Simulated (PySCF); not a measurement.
Species: C8H7FOS.
Numbering: `[CH3:1][S:2][c:3]1[cH:4][cH:5][c:6]([C:7](=[O:8])[F:9])[cH:10][cH:11]1`

Structure used (PBE0-D3(BJ)/def2-SVP), in Å, numbered top down from 1:
```xyz
18
C8H7FOS angstrom
C      3.174    1.193    0.671
S      2.397   -0.269    1.372
C      0.798   -0.269    0.657
C      0.326    0.706   -0.236
C     -0.959    0.614   -0.750
C     -1.798   -0.446   -0.389
C     -3.149   -0.494   -0.968
O     -3.639    0.278   -1.726
F     -3.847   -1.563   -0.544
C     -1.329   -1.421    0.504
C     -0.047   -1.333    1.020
H      3.249    1.128   -0.424
H      4.188    1.216    1.093
H      2.649    2.114    0.963
H      0.959    1.543   -0.533
H     -1.336    1.367   -1.445
H     -1.980   -2.249    0.788
H      0.314   -2.096    1.714
```

NICS is the negative of the GIAO shielding at a point without a nucleus: at the ring centre (0) and 1 Å above and below it (1); zz is the component along the ring normal. Level: GIAO PBE0/pcSseg-1 (PySCF, non-relativistic, gas phase) on the PBE0-D3(BJ)/def2-SVP geometry, one conformer.

Ring bond lengths (Å), with Mayer bond orders in brackets: C3–C4 1.404 (1.30), C4–C5 1.388 (1.47), C5–C6 1.399 (1.37), C6–C10 1.402 (1.32), C10–C11 1.384 (1.49), C11–C3 1.407 (1.34).

Task: Give the NICS values of each ring in ppm.

Result: 
| ring | type | NICS(0) | NICS(1), two faces | NICS(1)zz, two faces | rms pucker (Å) | centre to ring atoms, mean (Å) |
| --- | --- | --- | --- | --- | --- | --- |
| C3–C4–C5–C6–C10–C11 | 6-membered carbocycle; formal bonds all aromatic | -7.5 | -10.3 / -10.3 | -24.1 / -24.0 | 0.00 | 1.40 |

Task: What can be read from them?

Result: 
- C3–C4–C5–C6–C10–C11: mean NICS(1)zz -24.1 ppm, shielded. The ring is flat and has no four-coordinate atom; by the NICS criterion it is aromatic.

Task: How equal are the bonds by HOMA? HOMA takes Krygowski's 1993 parameters.

Result: 
- C3–C4–C5–C6–C10–C11: HOMA 0.96 = 1 − EN − GEO, with mean bond length 1.397 Å, EN = α(Ropt − mean)² = 0.022 and GEO = α × variance = 0.018. The geometric and the magnetic index point the same way.

Task: What is the mean of the two in-plane components of NICS at the second NICS(1) probe listed for ring C3–C4–C5–C6–C10–C11, 1 Å off the ring?

Result: The isotropic value is a third of the trace: (3 × -10.3 − (-24.0))/2 = -3.5 ppm.

Task: How do the values depend on the level or the medium?

Result: 
```csv
level,"NICS(0), C3–C4–C5–C6–C10–C11","mean NICS(1)zz, C3–C4–C5–C6–C10–C11"
"PBE0/pcSseg-1, gas",-7.5,-24.1
"wB97X-D/pcSseg-2, gas",-7.4,-24.8
```

The geometry is the same throughout.
